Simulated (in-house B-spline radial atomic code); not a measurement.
## OEP/ALDAx excitations of Bi5+

Method: OEP/ALDAx. Computed with a B-spline radial code for spherical atoms: linear response of the closed shell [Xe] 4f14 5d10 with the adiabatic LDA exchange kernel on the exchange-only optimised effective potential; scalar-relativistic (spin-free one-electron X2C), finite nucleus, no spin-orbit coupling, no double excitations, S, P, D and F terms only; shells from n = 3 respond. Only terms of natural parity with L up to 3 were computed.

Spin-orbit coupling is strong here, so these LS terms don't match observed levels.

Command:
```bash
python run_td.py task.json out
```
Settings (radii: box in bohr, nucleus in fm):
```
Z                        83
electrons                78
configuration            [Xe] 4f14 5d10
hamiltonian              x2c
method                   oep
box_radius               16.35
rms_radius               5.5211
intervals                102
```

Time taken, with all properties: 10 s on 1 thread of Intel(R) Xeon(R) Platinum 8259CL CPU @ 2.50GHz (Skylake/Cascade Lake) (shared host).

The lowest states, in the order of their Tamm-Dancoff energies; the method's threshold (minus the highest occupied level) is 89.27 eV. Labels give the largest channel, * marks a mixed state, and oscillator strengths are full-response dipole values. Semilocal kernels can invert the small singlet-triplet splittings of Rydberg terms. Energies in eV:

| state | full response | Tamm-Dancoff | oscillator strength |
| --- | --- | --- | --- |
| 5d → 6s 3D | 18.902 | 18.927 | - |
| 5d → 6s 1D | 20.119 | 20.164 | - |
| 5d → 6p 3P | 33.31 | 33.34 | - |
| 5d → 6p 3F | 33.67 | 33.69 | - |
| 5d → 6p 1F | ? | ? | - |
| 5d → 6p 1P | 35.35 | 35.45 | 1.12 |
| 5d → 6d 3S | 50.03 | 50.06 | - |
| 5d → 6d 3D | 50.96 | 50.96 | - |
| 5d → 5f 3P | 51.11 | 51.16 | - |
| 5d → 6d 1D | ? | ? | - |

Question: Where does 5d → 6p 1F lie?

Answer: At 34.30 eV in full response, 34.30 eV in Tamm-Dancoff.

Question: Where does 5d → 6d 1D lie?

Answer: At 51.42 eV in full response, 51.44 eV in Tamm-Dancoff.

Question: How large is the singlet-triplet splitting of 5d → 6s (D terms) in Tamm-Dancoff?

Answer: 1.24 eV, from the unrounded values.

Question: What polarisabilities and dispersion coefficient does the method give?

Answer: Dipole 2.792 bohr³, quadrupole 6.589 bohr⁵, C6 13.36 hartree·bohr⁶ for two such species.
